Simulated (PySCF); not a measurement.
PySCF job for Sn(Br)(SH) (BrHSSn), SMILES [SH][Sn][Br] (connectivity only; charge and spin as stated), neutral, multiplicity 1, C-PCM-M06-2X/def2-SVP. Coordinates come from a r2SCAN-D4/def2-SVP optimisation. The def2 effective core potentials stand for the cores of Sn; spin–orbit coupling is left out. Other conformers were not sampled.

```python
import numpy as np
from pyscf import gto, scf, dft
from pyscf.solvent import pcm

mol = gto.M(
    atom='''
    Sn    0.72192728    0.57394149    0.00000000
    Br   -0.36561647   -1.72718018   -0.00000000
    S    -1.40700799    1.79701641    0.00000000
    H    -0.78766000    3.00196911   -0.00000000
    ''',
    basis='def2-SVP',
    ecp={'Sn': 'def2-svp'},
    charge=0,
    spin=0,
    max_memory=1600,
    verbose=3,
)
mf = dft.RKS(mol, xc='m06-2x').density_fit(auxbasis='def2-universal-jkfit')
mf.grids.level = 4
mf.conv_tol = 1e-9
mf.max_cycle = 100
mf.kernel()
res = {}
for name, eps in {'water': 78.355, 'N,N-dimethylformamide': 37.219, 'acetone': 20.493}.items():
    s = mf.PCM()
    s.with_solvent.method, s.with_solvent.eps, s.with_solvent.lebedev_order = 'C-PCM', eps, 29
    s.kernel(mf.make_rdm1())
    res[name] = (s.e_tot, eps, s.dip_moment(), s.mo_energy, s.converged)
    print(f'{name}: electrostatic solvation free energy {(s.e_tot - mf.e_tot) * 627.509474:.3f} kcal/mol')
```

Log of the run:

```
converged SCF energy = -3186.86106247117

WARN: PCM is an experimental feature. It is still in testing.
Features and APIs may be changed in the future.

converged SCF energy = -3186.87169563335
Dipole moment(X, Y, Z, Debye):  4.10816,  3.64981, -0.00000
water: electrostatic solvation free energy -6.672 kcal/mol

WARN: PCM is an experimental feature. It is still in testing.
Features and APIs may be changed in the future.

converged SCF energy = -3186.87149754768
Dipole moment(X, Y, Z, Debye):  4.08239,  3.62803, -0.00000
N,N-dimethylformamide: electrostatic solvation free energy -6.548 kcal/mol

WARN: PCM is an experimental feature. It is still in testing.
Features and APIs may be changed in the future.

converged SCF energy = -3186.87119318681
Dipole moment(X, Y, Z, Debye):  4.04289,  3.59462,  0.00000
acetone: electrostatic solvation free energy -6.357 kcal/mol
```

Self-consistency was reached.
